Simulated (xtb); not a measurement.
In(H)(F)(OH) (FH2InO), SMILES [F][InH][OH]. All values are semi-empirical tight-binding results from xtb (GFN2-xTB unless named), good for trends rather than for accurate numbers. Coordinates come from a GFN2-xTB optimisation. One conformer was computed; it need not be the lowest.

Optimised geometry:

Bond lengths (Å): In1–H2 1.667, In1–F3 1.955, In1–O4 1.932, O4–H5 0.961. Bond angles (°): H2–In1–F3 120.3, H2–In1–O4 133.4, F3–In1–O4 106.3, In1–O4–H5 107.6.

For metal compounds this method's bond lengths and energies can be far off.

```json
{
  "point_group_as_xtb_finds_it": "Cs",
  "orbital_gap": "4.04 eV",
  "zero_point_energy": "11.2 kcal/mol",
  "G − E(el) at 298.15 K (modified RRHO)": "-7.1 kcal/mol"
}
```

Computed atomic charges and the Wiberg bond orders between heavy atoms:
charges (e) In1 0.38, H2 0.09, F3 -0.33, O4 -0.47, H5 0.34. Bond orders In1–F3 0.96, In1–O4 1.08.
